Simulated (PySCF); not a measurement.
PySCF job for Ga(H)(F)(vinyl) (C2H4FGa), SMILES C=[CH][GaH][F], TDDFT-CAM-B3LYP/def2-SVPD. Coordinates come from a B3LYP-D3(BJ)/def2-SVP optimisation. The structure was generated by enumeration; whether it is a known compound was not checked. The values are those of a single conformer.

```python
import numpy as np
from pyscf import gto, scf, dft, tdscf

mol = gto.M(
    atom='''
    Ga    0.30929492   -0.40027454    0.00000000
    H     1.84915847   -0.66737798    0.00000000
    F    -0.69511183   -1.85421401    0.00000000
    C    -0.65718397    1.28937546    0.00000000
    C    -0.00668763    2.46363097    0.00000000
    H    -1.75408621    1.29363171    0.00000000
    H    -0.53253684    3.42676736    0.00000000
    H     1.08855822    2.52537698    0.00000000
    ''',
    basis='def2-SVPD',
    charge=0,
    spin=0,
    symmetry=True,
    max_memory=1600,
    verbose=4,
)
mf = dft.RKS(mol, xc='cam-b3lyp').density_fit(auxbasis='def2-universal-jkfit')
mf.grids.level = 3
mf.conv_tol = 1e-9
mf.max_cycle = 100
mf.kernel()
mf.grids = dft.Grids(mol).set(level=1).build(with_non0tab=True)  # coarser grid for the response kernel
td = tdscf.TDDFT(mf)
td.singlet = True
td.nstates = 10
td.conv_tol = 1e-4
td.positive_eig_threshold = 1e-6
td.kernel(x0=td.get_init_guess(mf, 15))
td.analyze()
tt = tdscf.TDA(mf)
tt.singlet = False
tt.nstates = 4
tt.conv_tol = 1e-4
tt.positive_eig_threshold = 1e-6
tt.kernel(x0=tt.get_init_guess(mf, 9))
tt.analyze(verbose=3)
```

Output:

```
PySCF version 2.14.0

[INPUT] verbose = 4
[INPUT] num. atoms = 8
[INPUT] num. electrons = 56
[INPUT] charge = 0
[INPUT] spin (= nelec alpha-beta = 2S) = 0
[INPUT] symmetry True subgroup None
[INPUT] Mole.unit = angstrom
[INPUT] Symbol           X                Y                Z      unit          X                Y                Z       unit  Magmom
[INPUT]  1 Ga     0.309294920000  -0.400274540000   0.000000000000 AA    0.584482690519  -0.756409255236   0.000000000000 Bohr   0.0
[INPUT]  2 H      1.849158470000  -0.667377980000   0.000000000000 AA    3.494403069220  -1.261161603765   0.000000000000 Bohr   0.0
[INPUT]  3 F     -0.695111830000  -1.854214010000   0.000000000000 AA   -1.313570984645  -3.503956655232   0.000000000000 Bohr   0.0
[INPUT]  4 C     -0.657183970000   1.289375460000   0.000000000000 AA   -1.241897716754   2.436566491135   0.000000000000 Bohr   0.0
[INPUT]  5 C     -0.006687630000   2.463630970000   0.000000000000 AA   -0.012637789122   4.655587805297   0.000000000000 Bohr   0.0
[INPUT]  6 H     -1.754086210000   1.293631710000   0.000000000000 AA   -3.314742535776   2.444609637953   0.000000000000 Bohr   0.0
[INPUT]  7 H     -0.532536840000   3.426767360000   0.000000000000 AA   -1.006348778841   6.475651802999   0.000000000000 Bohr   0.0
[INPUT]  8 H      1.088558220000   2.525376980000   0.000000000000 AA    2.057076906444   4.772270853481   0.000000000000 Bohr   0.0

nuclear repulsion = 245.478701112154
point group symmetry = Cs
symmetry origin: [ 3.03705987e-09 -6.07411981e-09  0.00000000e+00]
symmetry axis x: [1.00000000e+00 1.04211939e-09 0.00000000e+00]
symmetry axis y: [-1.04211939e-09  1.00000000e+00  0.00000000e+00]
symmetry axis z: [0. 0. 1.]
num. orbitals of irrep A' = 94
num. orbitals of irrep A" = 39
number of shells = 55
number of NR pGTOs = 213
number of NR cGTOs = 133
basis = def2-SVPD
ecp = {}


[settings echo left out]
init E= -2102.52400640068
HOMO (A') = -0.312602833118521  LUMO (A") = -0.0803018713040036  gap/eV = 6.32123
cycle= 1 E= -2102.90551152453  delta_E= -0.382  |g|= 0.77  |ddm|= 3.79
HOMO (A') = -0.26850467765231  LUMO (A") = -0.0335759772638839  gap/eV = 6.39274
cycle= 2 E= -2102.79246158327  delta_E= 0.113  |g|= 1.19  |ddm|= 1.92
HOMO (A") = -0.355599459612785  LUMO (A") = -0.030768673492604  gap/eV = 8.83910
cycle= 3 E= -2103.00302507014  delta_E= -0.211  |g|= 0.101  |ddm|= 1.09
HOMO (A') = -0.364711078101217  LUMO (A") = -0.0299236123438589  gap/eV = 9.11003
cycle= 4 E= -2103.0045651745  delta_E= -0.00154  |g|= 0.0401  |ddm|= 0.195
HOMO (A") = -0.363070911001341  LUMO (A") = -0.0284272999779303  gap/eV = 9.10612
cycle= 5 E= -2103.00481115989  delta_E= -0.000246  |g|= 0.0049  |ddm|= 0.0444
HOMO (A") = -0.361880336070707  LUMO (A") = -0.0282706104324544  gap/eV = 9.07798
cycle= 6 E= -2103.00481725358  delta_E= -6.09e-06  |g|= 0.00232  |ddm|= 0.0112
HOMO (A") = -0.362168116181271  LUMO (A") = -0.0284208561628874  gap/eV = 9.08173
cycle= 7 E= -2103.00481868664  delta_E= -1.43e-06  |g|= 0.000635  |ddm|= 0.00372
HOMO (A") = -0.3622169710025  LUMO (A") = -0.0284345276571334  gap/eV = 9.08268
cycle= 8 E= -2103.00481878907  delta_E= -1.02e-07  |g|= 0.000247  |ddm|= 0.00114
HOMO (A") = -0.362179238017018  LUMO (A") = -0.0284204795629295  gap/eV = 9.08204
cycle= 9 E= -2103.00481880571  delta_E= -1.66e-08  |g|= 4.25e-05  |ddm|= 0.000345
HOMO (A") = -0.362185415100819  LUMO (A") = -0.0284255845977484  gap/eV = 9.08207
cycle= 10 E= -2103.0048188067  delta_E= -9.9e-10  |g|= 8.75e-06  |ddm|= 0.000126
HOMO (A") = -0.36218497735406  LUMO (A") = -0.0284250690496495  gap/eV = 9.08207
Extra cycle  E= -2103.00481880673  delta_E= -3.05e-11  |g|= 9.36e-06  |ddm|= 2.5e-05
converged SCF energy = -2103.00481880673
tot grids = 32968
Overwritten attributes  positive_eig_threshold  of <class 'pyscf.tdscf.rks.TDDFT'>


******** <class 'pyscf.tdscf.rks.TDDFT'> for <class 'pyscf.df.df_jk.DFSymAdaptedRKS'> ********
nstates = 10 singlet
deg_eia_thresh = 1.000e-03
wfnsym = None
conv_tol = 0.0001
eigh lindep = 1e-12
eigh level_shift = 0
eigh max_cycle = 100


Excitation energies (eV)
[5.35437639 6.26772924 7.02079037 7.55531496 7.65482334 7.68046042
 7.92438967 7.95887532 7.98420818 8.16623728]

** Singlet excitation energies and oscillator strengths **
Excited State   1:   A"      5.35438 eV    231.56 nm  f=0.0002
      27 -> 29       -0.69871
Excited State   2:   A'      6.26773 eV    197.81 nm  f=0.2140
      28 -> 29       -0.70024
Excited State   3:   A"      7.02079 eV    176.60 nm  f=0.0143
      26 -> 29       -0.39268
      27 -> 31       -0.56094
Excited State   4:   A"      7.55531 eV    164.10 nm  f=0.0276
      26 -> 29       -0.27951
      27 -> 31        0.20937
      28 -> 30       -0.51843
      28 -> 32        0.10515
      28 -> 33        0.27830
Excited State   5:   A"      7.65482 eV    161.97 nm  f=0.0491
      26 -> 29       -0.50114
      27 -> 31        0.30997
      28 -> 30        0.32033
      28 -> 33       -0.15117
Excited State   6:   A'      7.68046 eV    161.43 nm  f=0.1663
      27 -> 30       -0.53201
      27 -> 32       -0.31043
      28 -> 31        0.28263
Excited State   7:   A"      7.92439 eV    156.46 nm  f=0.0063
      24 -> 29        0.12340
      28 -> 30       -0.16199
      28 -> 32       -0.65102
      28 -> 39        0.10114
Excited State   8:   A'      7.95888 eV    155.78 nm  f=0.1065
      27 -> 32       -0.43787
      27 -> 33       -0.30382
      28 -> 31       -0.41973
Excited State   9:   A"      7.98421 eV    155.29 nm  f=0.0127
      23 -> 29       -0.10394
      24 -> 29       -0.66282
      28 -> 32       -0.12738
Excited State  10:   A'      8.16624 eV    151.83 nm  f=0.0255
      27 -> 30        0.43147
      27 -> 32       -0.37809
      28 -> 31        0.38170

** Transition electric dipole moments (AU) **
state          X           Y           Z        Dip. S.      Osc.
  1        -0.0000      0.0000     -0.0420      0.0018      0.0002
  2         0.0547      1.1792      0.0000      1.3936      0.2140
  3         0.0000     -0.0000     -0.2882      0.0831      0.0143
  4         0.0000     -0.0000      0.3862      0.1491      0.0276
  5         0.0000     -0.0000     -0.5116      0.2617      0.0491
  6        -0.3444      0.8746      0.0000      0.8835      0.1663
  7        -0.0000     -0.0000     -0.1801      0.0324      0.0063
  8        -0.2895     -0.6798      0.0000      0.5459      0.1065
  9        -0.0000      0.0000     -0.2545      0.0648      0.0127
 10         0.2660      0.2376     -0.0000      0.1272      0.0255

** Transition velocity dipole moments (imaginary part, AU) **
state          X           Y           Z        Dip. S.      Osc.
  1        -0.0000     -0.0000     -0.0071      0.0001      0.0002
  2         0.0134      0.2694      0.0000      0.0728      0.2106
  3        -0.0000     -0.0000     -0.0747      0.0056      0.0144
  4         0.0000      0.0000      0.1202      0.0144      0.0347
  5        -0.0000      0.0000     -0.1521      0.0231      0.0548
  6        -0.1014      0.2515      0.0000      0.0735      0.1736
  7         0.0000     -0.0000     -0.0628      0.0039      0.0090
  8        -0.0865     -0.1960      0.0000      0.0459      0.1046
  9         0.0000      0.0000     -0.0776      0.0060      0.0137
 10         0.0772      0.0690      0.0000      0.0107      0.0238

** Transition magnetic dipole moments (imaginary part, AU) **
state          X           Y           Z
  1        -0.0344     -0.2929      0.0000
  2         0.0000     -0.0000      0.2684
  3        -0.9553     -1.6656      0.0000
  4        -0.2418     -0.0895     -0.0000
  5         0.8572     -0.1499     -0.0000
  6         0.0000     -0.0000      1.1513
  7         0.1851      0.0885      0.0000
  8         0.0000      0.0000     -0.2534
  9        -0.0961     -0.0582     -0.0000
 10        -0.0000      0.0000      0.2704
Overwritten attributes  positive_eig_threshold  of <class 'pyscf.tdscf.rks.TDA'>


******** <class 'pyscf.tdscf.rks.TDA'> for <class 'pyscf.df.df_jk.DFSymAdaptedRKS'> ********
nstates = 4 triplet
deg_eia_thresh = 1.000e-03
wfnsym = None
conv_tol = 0.0001
eigh lindep = 1e-12
eigh level_shift = 0
eigh max_cycle = 100


Excitation energies (eV)
[4.02518096 4.9200176  6.42987509 6.63123762]

** Triplet excitation energies and oscillator strengths **
Excited State   1:   A'      4.02518 eV    308.02 nm  f=0.0000
Excited State   2:   A"      4.92002 eV    252.00 nm  f=0.0000
Excited State   3:   A"      6.42988 eV    192.83 nm  f=0.0000
Excited State   4:   A'      6.63124 eV    186.97 nm  f=0.0000
```

The run converged.
